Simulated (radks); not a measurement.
Values are calculated unless marked as measured or tabulated.
Species: the bromine ion Br+. Configuration: [Ar] 3d10 4s2 4p4 (the NIST ground configuration). Code: a radial shooting solver on a logarithmic mesh with Libxc functionals. Model: scalar-relativistic Kohn-Sham, PBE, spin-unpolarised, spherical densities, finite nucleus; Fermi nuclear charge, rms radius 4.1629 fm.

Radial electron density D(r) = 4 pi r^2 rho(r):

r (bohr)  D(r) (e/bohr)
0.006273          10.61
0.007187          12.95
0.008168          15.49
0.009358          18.54
0.01072           21.93
0.01219           25.37
0.01396           29.17
0.01599           32.97
0.01832           36.53
0.02083           39.44
0.02386           41.80
0.02734           43.15
0.03107           43.38
0.0356            42.51
0.04078           40.73
0.04672           38.51
0.0531            36.65
0.06084           35.63
0.0697            36.24
0.07922           38.52
0.09076           42.44
0.104             46.92
0.1191            50.47
0.1354            51.63
0.1551            49.68
0.1777            44.64
0.202             38.36
0.2314            32.16
0.2651            28.52
0.3038            28.36
0.3452            30.69
0.3955            33.76
0.4532            35.08
0.515             33.38
0.5901            28.54
0.676             21.93
0.7745            15.38
0.8803            10.51
1.009             7.210
1.155             5.565
1.313             4.908
1.505             4.491
1.724             3.943
1.975             3.160
2.245             2.313
2.572             1.472
2.946            0.8230
3.348            0.4211
3.836            0.1796
4.395           0.06497
5.035           0.01940
5.723          0.005084
6.557         0.0009615

D(r) has 3 maxima, at r = 0.0299, 0.134, 0.450 bohr, and minima at 0.0623, 0.285 bohr, inside which lie 2.07, 11.01 electrons.
